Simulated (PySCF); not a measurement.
**From computed data to an observable: entropy of an ideal gas**

HOSc, SMILES [OH][Sc].

Geometry: PBE0-D3(BJ)/def2-TZVP. The multiplicity is an assumed one; other spin states were not compared.

PBE0-D3(BJ)/def2-TZVP in PySCF 2.14.0 gives the harmonic wavenumbers 290, 290, 803, 3985 cm⁻¹ and the rotational temperature 0.5676 K. The molar mass is 61.96 g/mol, the symmetry number 1, the spin multiplicity 1.

Question: Work out the entropy at 298.15 K and 1 atm in the rigid-rotor, harmonic-oscillator model.

Answer: 
Translation (Sackur–Tetrode at 1 atm): S = R[1.5 ln M + 2.5 ln T − 1.16487] = 160.2 J/(mol K).
Rotation: q = T/(σ θ) = 525, S = R[ln q + 1] = 60.4 J/(mol K).
Vibration: with u = 1.4388 ν/T, each mode gives R[u/(e^u − 1) − ln(1 − e^−u)]:
| ν (cm⁻¹) | modes | u | S (J/(mol K)) |
|---|---|---|---|
| 290 | 2 | 1.40 | 12.33 |
| 803 | 1 | 3.88 | 0.86 |
The stiffer modes add less than 0.005 each. Sum 13.2 J/(mol K).
Spin: R ln 1 = 0.0 J/(mol K).
Total 233.8 J/(mol K); the program's own thermochemistry gives 233.8. Translation makes up 69 % and vibration 6 %. Anharmonicity, hindered rotation and orbital degeneracy are left out.
